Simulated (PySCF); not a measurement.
Species: C5H8F2O.
Numbering: `[CH3:1][C:2]([F:3])([F:4])[O:5][CH:6]1[CH2:7][CH2:8]1` (hydrogens: H9, H10, H11 on C1; H12 on C6; H13, H14 on C7; H15, H16 on C8)

Computed by this run: PySCF 2.14.0, PBE0-D3(BJ)/def2-SVP geometry optimisation, gas phase; density fitting, grid level 1; the optimiser is geomeTRIC in internal coordinates, started from a GFN2-xTB structure.

The end geometry, which sets the zero of energy:
```
atom  x, y, z in Å
C1     -2.5501   -0.3681   -0.3008
C2     -1.2587    0.3931   -0.2263
F3     -0.8956    0.8269   -1.4625
F4     -1.4194    1.5258    0.5097
O5     -0.2844   -0.3822    0.3135
C6      0.9569    0.2329    0.5337
C7      2.1259   -0.6851    0.5496
C8      1.9473    0.2876   -0.5842
H9     -3.3224    0.2730   -0.7437
H10    -2.4120   -1.2621   -0.9213
H11    -2.8543   -0.6707    0.7088
H12     0.9127    1.0604    1.2482
H13     1.9114   -1.7368    0.3444
H14     2.9109   -0.5105    1.2891
H15     2.6019    1.1605   -0.6477
H16     1.6215   -0.1127   -1.5461
```

**Question.** These geometries come from the run, each turned onto the end geometry. Order them by energy, lowest first.
A.
```
atom  x, y, z in Å
C1     -2.5278   -0.3792   -0.3556
C2     -1.2845    0.4343   -0.1520
F3     -0.9295    1.0741   -1.2855
F4     -1.5255    1.4146    0.7645
O5     -0.2720   -0.3587    0.2946
C6      0.9677    0.2699    0.4771
C7      2.1226   -0.6574    0.5911
C8      1.9588    0.1937   -0.6371
H9     -3.3173    0.2723   -0.7538
H10    -2.3399   -1.2036   -1.0547
H11    -2.8467   -0.7898    0.6121
H12     0.9251    1.1670    1.1040
H13     1.8913   -1.7228    0.5000
H14     2.9130   -0.4200    1.3083
H15     2.6334    1.0394   -0.7966
H16     1.6232   -0.3018   -1.5519
```
B.
```
atom  x, y, z in Å
C1     -2.5670   -0.3741   -0.3233
C2     -1.2671    0.3906   -0.1857
F3     -0.9015    0.9199   -1.3994
F4     -1.4623    1.5110    0.5875
O5     -0.2964   -0.3838    0.3255
C6      0.9645    0.2391    0.5188
C7      2.1442   -0.6730    0.5687
C8      1.9547    0.2424   -0.6047
H9     -3.3320    0.2930   -0.7103
H10    -2.4152   -1.2040   -1.0063
H11    -2.8566   -0.7487    0.6534
H12     0.9097    1.0928    1.1848
H13     1.9528   -1.7236    0.4211
H14     2.9212   -0.4565    1.2844
H15     2.5969    1.1026   -0.7095
H16     1.6459   -0.1958   -1.5406
```
C.
```
atom  x, y, z in Å
C1     -2.5386   -0.3780   -0.3424
C2     -1.2862    0.4287   -0.1554
F3     -0.9336    1.0443   -1.3081
F4     -1.5096    1.4436    0.7278
O5     -0.2766   -0.3642    0.2931
C6      0.9663    0.2611    0.4741
C7      2.1247   -0.6636    0.5855
C8      1.9692    0.2067   -0.6319
H9     -3.3274    0.2671   -0.7497
H10    -2.3466   -1.2087   -1.0324
H11    -2.8581   -0.7783    0.6276
H12     0.9181    1.1483    1.1127
H13     1.8992   -1.7276    0.4780
H14     2.9068   -0.4316    1.3123
H15     2.6396    1.0589   -0.7697
H16     1.6445   -0.2746   -1.5570
```
D.
```
atom  x, y, z in Å
C1     -2.5529   -0.3663   -0.2963
C2     -1.2630    0.3959   -0.2227
F3     -0.9170    0.8468   -1.4651
F4     -1.4126    1.5169    0.5304
O5     -0.2848   -0.3831    0.2908
C6      0.9562    0.2332    0.5184
C7      2.1239   -0.6841    0.5568
C8      1.9589    0.2808   -0.5868
H9     -3.3304    0.2758   -0.7282
H10    -2.4111   -1.2505   -0.9308
H11    -2.8480   -0.6891    0.7102
H12     0.9022    1.0674    1.2243
H13     1.9158   -1.7381    0.3544
H14     2.8981   -0.5003    1.3056
H15     2.6116    1.1556   -0.6477
H16     1.6449   -0.1288   -1.5489
```

**Answer.** D (0.002 eV), C (0.008 eV), A (0.013 eV), B (0.051 eV).

In the order of the answer:

```json
{"step": "5", "E above end (eV)": "0.002", "largest force (eV/Å)": "0.24", "rms force component (eV/Å)": "0.055", "rms distance from end (Å)": "0.019", "rms bond change (Å)": "0.002", "bond most changed (Å)": "C2–F3 +0.007"}
{"step": "2", "E above end (eV)": "0.008", "largest force (eV/Å)": "0.18", "rms force component (eV/Å)": "0.045", "rms distance from end (Å)": "0.138", "rms bond change (Å)": "0.002", "bond most changed (Å)": "C2–F3 -0.006"}
{"step": "1", "E above end (eV)": "0.013", "largest force (eV/Å)": "0.51", "rms force component (eV/Å)": "0.093", "rms distance from end (Å)": "0.159", "rms bond change (Å)": "0.003", "bond most changed (Å)": "C2–F3 -0.010"}
{"step": "0", "E above end (eV)": "0.051", "largest force (eV/Å)": "1.10", "rms force component (eV/Å)": "0.341", "rms distance from end (Å)": "0.070", "rms bond change (Å)": "0.012", "bond most changed (Å)": "O5–C6 +0.017"}
```

The cost below is that of the whole optimisation. Rough CPU time on one thread of a shared machine: about 4 min.
